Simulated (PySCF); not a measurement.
# BeCl: energy against distance

Set-up: Be def2-TZVP, Cl def2-TZVP; no relativity (PySCF 2.14). Energies in eV from Be + Cl in their ground configurations at the same level. State: ²Σ⁺ (doublet), unpaired electrons σ ↑.

```json
{"R (Å)": "1.562", "PBE0": "-3.354"}
{"R (Å)": "1.634", "PBE0": "-3.828"}
{"R (Å)": "1.707", "PBE0": "-4.091"}
{"R (Å)": "1.762", "PBE0": "-4.184"}
{"R (Å)": "1.816", "PBE0": "-4.210"}
{"R (Å)": "1.871", "PBE0": "-4.182"}
{"R (Å)": "1.943", "PBE0": "-4.083"}
{"R (Å)": "2.034", "PBE0": "-3.888"}
{"R (Å)": "2.143", "PBE0": "-3.591"}
{"R (Å)": "2.288", "PBE0": "-3.144"}
```

Put a parabola through the three lowest points of the PBE0 curve and estimate Re, k and ωe (reduced mass 7.165 u; 1 eV/Å² = 0.16022 mdyn/Å; ωe = 1302.8·√(k/μ) cm⁻¹).

Through R = 1.762, 1.816, 1.871 Å the second-order coefficient is 9.09 eV/Å², so Re ≈ 1.815 Å, k ≈ 2.91 mdyn/Å and ωe ≈ 831 cm⁻¹. A polynomial fit of higher order to the unrounded PBE0 energies gives Re = 1.812 Å, k = 2.90 mdyn/Å, ωe = 828 cm⁻¹; anharmonicity and rounding make the difference.

The higher-order fit for each curve: PBE0: Re = 1.812 Å, ωe = 828 cm⁻¹, De = 4.21 eV.

The state is the lowest determinant that a PBE0 search found; another state may lie lower at other levels.
